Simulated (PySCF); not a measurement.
C₂H₁₃PSi₃.
Geometry (GFN2-xTB, Å), atoms numbered from 1 in this order:
```
atom  x, y, z in Å
C1    -2.2494   -2.1633    0.2469
Si2   -2.0871   -0.2839    0.0501
P3    -0.1025    0.1764   -0.8593
Si4   -0.0223    2.3844   -0.6279
Si5    1.2972   -0.5267    0.7316
C6     3.0337    0.1393    0.3580
H7    -3.2683   -2.4385    0.5010
H8    -1.9828   -2.6752   -0.6736
H9    -1.5961   -2.5342    1.0320
H10   -2.2775    0.3678    1.3545
H11   -3.0894    0.2411   -0.8827
H12   -0.1025    2.8267    0.7679
H13   -1.1471    2.9372   -1.3780
H14    1.2498    2.8294   -1.1958
H15    0.8852   -0.1034    2.0798
H16    1.2781   -1.9931    0.6798
H17    3.3347   -0.1138   -0.6548
H18    3.7651   -0.2821    1.0404
H19    3.0715    1.2212    0.4528
```

Method: PBE0/pcSseg-1 in PySCF (dipole) on a GFN2-xTB geometry, gas phase.

Masses are those of the commonest isotopes; rigid-rotor values at the optimised geometry. The values belong to one conformer with, in the numbering `[CH3:1][SiH2:2][P:3]([SiH3:4])[SiH2:5][CH3:6]`, C1–Si2–P3–Si4 -170°, Si2–P3–Si5–C6 -167°.

Give the principal moments of inertia and the rotational constants in MHz.

Ia = 303.32, Ib = 480.53, Ic = 713.79 u·Å²; 505379 MHz·u·Å²/I gives A = 1666, B = 1052, C = 708.0 MHz.

Classify the top.

An asymmetric top: κ = (2 × 1052 − 1666 − 708.0)/(1666 − 708.0) = -0.28.

Is it planar, by Δ = Ic − Ia − Ib?

Not planar: Δ = Ic − Ia − Ib = -70.06 u·Å². For a rigid frame Δ = −2 Σ m c², so Σ m c² = 35.03 u·Å² lies off the ab plane: 12.43 from hydrogen and 22.60 from heavier atoms. The atom farthest from that plane is 1.77 Å away.

Which types of transition are allowed, and where do some lines up to J = 4 fall?

The dipole components are |μa| = 0.19 D, |μb| = 0.66 D, |μc| = 0.70 D. The squared components, which scale the intensities, stand as 0.07 : 0.88 : 1.00 (a : b : c). Some lines, for components of 0.1 D or more:

| type | branch | J(Ka,Kc) | MHz | lower level (cm⁻¹) |
| --- | --- | --- | --- | --- |
| a | Q | 1(1,0) ← 1(1,1) | 344 | 0.079 |
| c | Q | 1(1,1) ← 1(0,1) | 614 | 0.059 |
| b | Q | 1(1,0) ← 1(0,1) | 958 | 0.059 |
| a | Q | 2(1,1) ← 2(1,2) | 1031 | 0.185 |
| a | Q | 4(2,2) ← 4(2,3) | 1227 | 0.689 |
| b | Q | 4(2,2) ← 4(1,3) | 2157 | 0.658 |
| b | Q | 4(1,3) ← 4(0,4) | 3360 | 0.546 |
| c | Q | 3(3,1) ← 3(2,1) | 3504 | 0.473 |
| b | Q | 3(3,1) ← 3(2,2) | 3991 | 0.457 |
| b | R | 4(2,2) ← 3(3,1) | 4188 | 0.590 |
| c | R | 2(1,1) ← 1(0,1) | 4821 | 0.059 |
| a | R | 3(0,3) ← 2(0,2) | 4900 | 0.172 |
| b | Q | 4(4,0) ← 4(3,1) | 5219 | 0.836 |
| b | R | 2(2,0) ← 1(1,1) | 6159 | 0.079 |
| a | R | 4(1,4) ← 3(1,3) | 6186 | 0.342 |
| c | R | 3(1,2) ← 2(0,2) | 7123 | 0.172 |
| a | R | 4(3,2) ← 3(3,1) | 7205 | 0.590 |
| b | R | 4(2,3) ← 3(1,2) | 8363 | 0.410 |
| c | R | 3(3,0) ← 2(2,0) | 9185 | 0.285 |
| c | R | 3(3,1) ← 2(2,1) | 9271 | 0.281 |
| c | R | 4(4,1) ← 3(3,1) | 12570 | 0.590 |
| b | R | 4(4,0) ← 3(3,1) | 12574 | 0.590 |

Estimate the classical rotational partition function at 200 K, 298.15 K and 500 K.

Point group C1, symmetry number σ = 1; q = (√π/σ)·√((kT/h)³/(ABC)), k/h = 20836.6 MHz/K: 428000 at 200 K, 779000 at 298.15 K, 1690000 at 500 K.

Not checked by GFN2-xTB frequencies. No vibrational averaging or centrifugal distortion is included, and the geometry carries the error of its method. A rigid rotor knows nothing of internal rotation, which can split or shift real lines.
